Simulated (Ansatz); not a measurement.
Geometry optimisation, RKS BHLYP/def2-SVP (Ansatz 0.2.0).

input.yaml

```yaml
crystal:
  periodic: [false, false, false]
  atoms:
    - { symbol: Ga, position_ang: [0.0, 0.0, 0.0] }
    - { symbol: O, position_ang: [0.0, 0.0, 1.79] }
    - { symbol: H, position_ang: [-0.9095, -0.2814, 2.1271] }
    - { symbol: H, position_ang: [1.3596, 0.0, -0.785] }
    - { symbol: H, position_ang: [-1.3596, 0.0, -0.785] }
basis:
  gaussian: { orbitals: def2-SVP }
hamiltonian:
  xc: { name: BHLYP }
relax:
  f_tol: 0.02
  max_steps: 40
```

Command:

```bash
$ ansatz run input.yaml --threads 1 --pin off --max-ram 2048MiB --backend cpu --events-out ev --progress --plain --runs-dir out
```

**Question.** Where does it end, and by what steps?

**Answer.** The run converged. After 4 steps the energy has fallen by 0.141 eV; O2 moved furthest, 0.14 Å.

```
step  energy less start (eV)  largest force component (eV/Å)  accepted
   0                  0.0000                           2.364       yes
   1                  0.0312                           3.274        no
   2                 -0.1293                           0.369       yes
   3                 -0.1398                           0.157       yes
   4                 -0.1407                           0.016       yes
```

```xyz
5
Properties=species:S:1:pos:R:3
Ga -0.023 -0.022 -0.057
O -0.016 -0.123 1.717
H -0.857 -0.169 2.164
H 1.392 0.048 -0.692
H -1.406 -0.014 -0.784
```

Whether the end is a true minimum wasn't checked by a vibrational analysis.

Run time: 15 s on 1 thread of Arm Neoverse N1, on a shared host, peak memory 0.11 GiB.
